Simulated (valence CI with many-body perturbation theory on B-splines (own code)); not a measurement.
**Tl⁶⁸⁺: key properties**

Level of theory: valence CI with perturbative core correlation (CI+MBPT): three valence electrons over a frozen Dirac-Fock core [Ne], radial functions for each j: 11 s, 11 p, 10 d, 8 f, 5 g, 2 h, with the one-electron correlation potential Σ1 (screened to all orders), the two-electron term Σ2, the three-electron term Σ3, Breit, model QED; selected single and double excitations, second order for the rest, scaled by the run's own slope (own B-spline code, finite nucleus).

No measured spectrum was set against this ion. As an estimate, large intervals hold to a few tenths of a per cent, small ones and those within an open d or f shell to about a per cent.

Levels are named by their leading jj configuration (3d3/2^4 stands for four electrons in 3d with j = 3/2), which in mixed levels can hold well under half, so a name can repeat and another be missing.

Rates and lifetimes use the calculated energies. Strong lines usually hold to 10 to 20 %, long lifetimes can be off by a factor of two.

**Question.** What is the ground level?

**Answer.** (3s^2 3p1/2) J=1/2, composition 100 % 3s²3p ²P°, g = 0.642.

**Question.** What is the ionisation energy?

**Answer.** 8419 eV; NIST lists 8420 ± 50 eV (theoretical).

**Question.** How well does LS coupling describe the low levels?

**Answer.** Among the lowest 20 levels the leading LS term, summed over configurations, holds 60 % on average. For single configurations the figures are 58 % in LS and 92 % in jj coupling. Terms mix most in the J = 3/2 level at 1018.1 eV, where the leading one holds 32 %.

**Question.** Where does the other parity begin?

**Answer.** At (3s 3p1/2^2) J=1/2, 194.7 eV.

**Question.** Among levels below 4106.8 eV, which E1 lines absorb most strongly from the ground level?

**Answer.** to (3s^2 3d3/2) J=3/2 at 1.502 nm, f = 0.553; to (3s 3p1/2 3p3/2) J=1/2 at 1.596 nm, f = 0.233; to (3s 3p1/2 4p1/2) J=3/2 at 0.3065 nm, f = 0.202.

**Question.** Name the longest-lived excited levels whose lifetime is computed, and their main decay.

**Answer.** (3s 3p3/2 3d5/2) J=9/2 at 1641.8 eV lives 1.24 ns, mostly by M1 to (3s 3p1/2 3d5/2) J=7/2; (3s^2 3p3/2) J=3/2 at 561.7 eV lives 515 ps, mostly by E1 to (3s 3p1/2^2) J=1/2.
